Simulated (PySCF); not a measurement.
H2O3S, SMILES S(O)(O)=O.

Coordinates come from a B3LYP-D3(BJ)/def2-SVP optimisation. Other conformers were not sampled.

Method: SMD-ωB97X/def2-SVP (PySCF).

Solvation free energies are E(SMD) − E(gas) at the gas-phase geometry, for 1 M in both phases. In vacuum the dipole moment is 1.48 D.

```json
[
 {"solvent": "water", "ΔG(solv) (kcal/mol)": "…", "its non-electrostatic (CDS) part": "…", "dipole (D)": "…"},
 {"solvent": "toluene", "ΔG(solv) (kcal/mol)": "-4.7", "its non-electrostatic (CDS) part": "-2.4", "dipole (D)": "1.60"},
 {"solvent": "ethylethanoate", "ΔG(solv) (kcal/mol)": "-6.7", "its non-electrostatic (CDS) part": "-2.9", "dipole (D)": "1.69"}
]
```

Question: What belongs in the gaps? (The exact figures need the calculation; the answer reports its results.)

Answer: 
- water, ΔG(solv) (kcal/mol): -11.3
- water, its non-electrostatic (CDS) part: 1.1
- water, dipole (D): 1.99
